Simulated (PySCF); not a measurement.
CF$_{2}$ (SMILES F[C]F), triplet, geometry from GFN2-xTB. Base run: PySCF with MP2/3-21G.

Input for PySCF:
```python
from pyscf import gto, scf, mp

mol = gto.M(
    atom='''
F    -1.125815   -0.208273    0.036278
C    -0.016225    0.506140    0.034832
F     1.136632   -0.129154   -0.059499
''',
    basis='3-21g',
    charge=0,
    spin=2,
    verbose=4,
)

mf = scf.UHF(mol)
mf.kernel()

pt = mp.MP2(mf, frozen=3)
pt.kernel()
print('E(MP2) = %.10f' % pt.e_tot)
mf.analyze()
```

Variants of this job, named by their change:

```tsv
change	basis functions	E (Eh)	MP2 correlation (Eh)	SCF-reference HOMO (eV)	SCF-reference dipole (D)
base	27	-235.61630	-0.28653	-10.99	1.13
basis = pcseg-0	27	-236.20760	-0.30032	-11.44	1.26
basis = 6-31G*	42	-237.02250	-0.41675	-10.94	0.96
basis = 6-31G**	42	-237.02250	-0.41675	-10.94	0.96
basis = 6-31+G*	54	-237.04371	-0.42614	-11.33	1.03
basis = def2-SVPD	66	-236.90366	-0.46908	-11.46	0.93
basis = aug-pcseg-1	69	-237.01437	-0.46191	-11.28	0.90
basis = aug-cc-pVDZ	69	-237.12840	-0.48821	-11.31	0.87
basis = 6-311+G(2d,p)	81	-237.23024	-0.54376	-11.37	0.90
basis = cc-pVTZ	90	-237.30254	-0.59983	-11.20	0.88
basis = def2-TZVPP	93	-237.31199	-0.59534	-11.26	0.88
basis = def2-TZVPD	117	-237.31702	-0.59927	-11.29	0.86
basis = aug-cc-pVTZ	138	-237.32092	-0.61411	-11.29	0.86
```

Totals compare only among sets that treat the same electrons; sets with core potentials leave the core out.

Open shells are given as the SCF converged; they aren't shown to be the lowest states, and a large step between rows can be another state.
